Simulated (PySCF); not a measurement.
A structure optimised at PBE0-D3(BJ)/def2-SVP (Å):
```
atom  x, y, z in Å
O1    -3.462   -0.780    0.141
C2    -2.182   -0.341    0.172
C3    -1.841    1.014    0.112
C4    -0.509    1.412    0.151
C5     0.510    0.462    0.251
O6     1.791    0.907    0.288
Si7    3.203    0.010    0.373
C8     0.169   -0.893    0.309
C9    -1.163   -1.292    0.270
H10   -4.053   -0.024    0.070
H11   -2.629    1.770    0.034
H12   -0.237    2.468    0.105
H13    3.319   -0.908   -0.800
H14    3.245   -0.800    1.628
H15    4.301    1.011    0.364
H16    0.950   -1.655    0.388
H17   -1.433   -2.348    0.316
```

Charge 0, singlet.

**Question.** Which heavy atoms are bonded, and with what formal order?

**Answer.** O1–C2 1.35 Å (single); C2–C3 1.40 Å (aromatic); C3–C4 1.39 Å (aromatic); C4–C5 1.40 Å (aromatic); C5–O6 1.36 Å (single); O6–Si7 1.68 Å (single); C5–C8 1.40 Å (aromatic); C8–C9 1.39 Å (aromatic); C2–C9 1.40 Å (aromatic). Bonds to hydrogen (Å): O1–H10 0.96; C3–H11 1.09; C4–H12 1.09; Si7–H13 1.49; Si7–H14 1.49; Si7–H15 1.49; C8–H16 1.09; C9–H17 1.09.

**Question.** Give the structure as a SMILES string.

**Answer.** `Oc1ccc(O[SiH3])cc1`, C6H8O2Si. Among its features: benzene ring, phenol-type hydroxyl and Si–H bond.

**Question.** Name the point group.

**Answer.** Cs (tolerance 0.08 Å).

**Question.** Which rings does it hold (smallest set)?

**Answer.** C2–C3–C4–C5–C8–C9 (6 members, 0.00 Å rms from planarity).

**Question.** Classify the heavy atoms.

**Answer.** O1: phenol-type oxygen; C2: aromatic carbon bearing oxygen; C3/C9: aromatic CH carbon; C4/C8: aromatic CH carbon; C5: aromatic carbon bearing oxygen; O6: silyl ether oxygen; Si7: oxygen-bound silicon.

**Question.** What is the arrangement about Si7?

**Answer.** It has 4 neighbours (O6, H13, H14, H15) and is distorted tetrahedral (angles from 105.1° to 110.9°).

**Question.** What is the arrangement about C5?

**Answer.** It has 3 neighbours (C4, O6, C8) and is planar (angles 123.1°, 119.0° and 117.9°, sum 360.0°, 0.00 Å off the plane of its three neighbours).

The numbers are calculated, not measured.
